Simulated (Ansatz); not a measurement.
One change: `C#CS[SiH3]` becomes `C#C[Se][SiH3]`.

Ansatz, PBE0-D4/def2-TZVP geometries, multiplicity 1. 

Scalar relativity is left out up to krypton.

| property | `C#CS[SiH3]` |
| --- | --- |
| HOMO–LUMO gap (PBE/def2-TZVPP) / eV | 4.62 |
| LUMO energy (B3LYP/def2-TZVPP) / eV | -0.53 |
| size of the dipole moment (B3LYP/def2-TZVPP) / D | 1.13 |
| zero-point energy (PBE0-D4/def2-TZVP) / kJ/mol | 119.3 |
| size of the dipole moment (PBE/def2-TZVPP) / D | 1.08 |
| HOMO–LUMO gap (ωB97M-V/def2-TZVPP) / eV | 10.55 |

**Question.** What does the change do to each property? (An estimate is asked.)

**Answer.** Computed: 
```tsv
property	`C#C[Se][SiH3]`	shift
HOMO–LUMO gap (PBE/def2-TZVPP) / eV	4.34	-0.28
LUMO energy (B3LYP/def2-TZVPP) / eV	-0.71	-0.18
size of the dipole moment (B3LYP/def2-TZVPP) / D	1.07	-0.06
zero-point energy (PBE0-D4/def2-TZVP) / kJ/mol	116.7	-2.6
size of the dipole moment (PBE/def2-TZVPP) / D	1.00	-0.08
HOMO–LUMO gap (ωB97M-V/def2-TZVPP) / eV	10.13	-0.42
```

With PBE0 the HOMO rises by 0.19 eV and the LUMO falls by 0.17 eV, so the gap narrows by about 0.36 eV. PBE moves the HOMO by 0.15 eV and ωB97M-V by 0.21 eV. Dipoles are sizes alone; their direction can turn.

B3LYP here is the variant with VWN-RPA as its local correlation; programs differ in this.

Spin–orbit coupling is left out; it splits and shifts lone-pair levels of the heavy atoms by tenths of an eV.
